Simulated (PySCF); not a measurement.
Ga(PH3)H3.
SMILES: `[H][Ga]([H])([H])<-[PH3]`

The closed-shell ground state was solved at several levels (PySCF, density fitting, gas phase). Geometry: PBE0-D3(BJ)/def2-SVP; no solvent, vibrations or thermal averaging. Relativistic effects, spin–orbit coupling among them, are left out although an element past zinc is present.

| level | basis functions | HOMO (eV) | LUMO (eV) | gap (eV) | dipole (D) |
| --- | --- | --- | --- | --- | --- |
| PBE0/pcSseg-1 (pcSseg-2 on Ga) | 117 | -7.84 | -0.14 | 7.70 | 4.03 |
| PBE0/def2-SVPD | 110 | -7.83 | -0.25 | 7.58 | 3.97 |
| PBE/pcSseg-1 (pcSseg-2 on Ga) | 117 | -6.63 | -0.90 | 5.73 | 3.94 |

Q: Estimate the row for B3LYP/pcSseg-1 (pcSseg-2 on Ga), a basis of 117 functions; the other rows only guide the guess.

A: HOMO -7.66 eV, LUMO -0.41 eV, gap 7.25 eV, dipole 3.97 D.

Q: Over all these levels, which gives the widest orbital gap and which the narrowest?

A: PBE0/pcSseg-1 (pcSseg-2 on Ga) (global hybrid, 25 % exact exchange) has the widest, 7.70 eV, and PBE/pcSseg-1 (pcSseg-2 on Ga) (GGA) the narrowest, 5.73 eV. The two share the basis. From the narrowest to the widest the HOMO moves by -1.21 eV and the LUMO by +0.76 eV.

Q: In the pcSseg-1 (pcSseg-2 on Ga) basis, how does the gap go with the fixed share of exact exchange?

A: PBE (0 %) 5.73 eV; B3LYP (20 %) 7.25 eV; PBE0 (25 %) 7.70 eV. Each rise in the share widens the gap here.

Q: How far do the dipole and the HOMO energy spread over the levels?

A: The dipole runs from 3.94 to 4.03 D (mean 3.98 D) and the HOMO from -7.84 to -6.63 eV.
